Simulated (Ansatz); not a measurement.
`N[SiH2]C(O)F` → `OCF` + `N[SiH]`  (silylene formation by 1,1-elimination)

Calculated with Ansatz (gas phase, PBE0-D4/def2-TZVP geometries, no zero-point term in ΔE). CCSD(T)/CBS is the MP2 limit (def2-TZVPP, def2-QZVPP) plus CCSD(T) − MP2 in def2-TZVPP, frozen cores. This one scheme is used for every species. Functionals use def2-TZVPP. Each species was taken in one conformer, which may not be the lowest.

Q: Is it downhill or uphill in electronic energy at CCSD(T)/CBS, and by how much? (Estimate.)

A: The calculation gave: Uphill: ΔE = +32.8 kcal/mol.

Q: What do these levels give: r2SCAN-D4, PBE0-D4, ωB97X-V, PBE, r2SCAN, PBE0, HF/def2-TZVPP, SCS-MP2/def2-TZVPP, CCSD(T)/def2-TZVPP, SCS-MP2/def2-QZVPP, HF/CBS(def2), MP2/CBS(def2)? (An estimate is asked.)

A: Computed: r2SCAN-D4 36.5, PBE0-D4 34.8, ωB97X-V 35.5, PBE 30.8, r2SCAN 35.9, PBE0 32.8, HF/def2-TZVPP 27.2, SCS-MP2/def2-TZVPP 31.9, CCSD(T)/def2-TZVPP 31.1, SCS-MP2/def2-QZVPP 32.9, HF/CBS(def2) 27.2, MP2/CBS(def2) 36.1 kcal/mol.

Largest T1 diagnostic among the species: 0.015.

The D4 term adds +3.6 kcal/mol with B3LYP and +2.0 kcal/mol with PBE0; it sums over pairs of atoms, weighted by their polarisabilities, and B3LYP, whose exchange is more repulsive, gets the larger term. In def2-TZVPP, CCSD(T) changes the Hartree–Fock value by +3.9 kcal/mol (the triples alone add +0.8 kcal/mol) and MP2 by +7.2 kcal/mol. From PBE to PBE0 (25 % exact exchange), in def2-TZVPP and without D4, ΔE moves by +2.0 kcal/mol.

B3LYP here is the variant with VWN-RPA as its local correlation; programs differ in this.
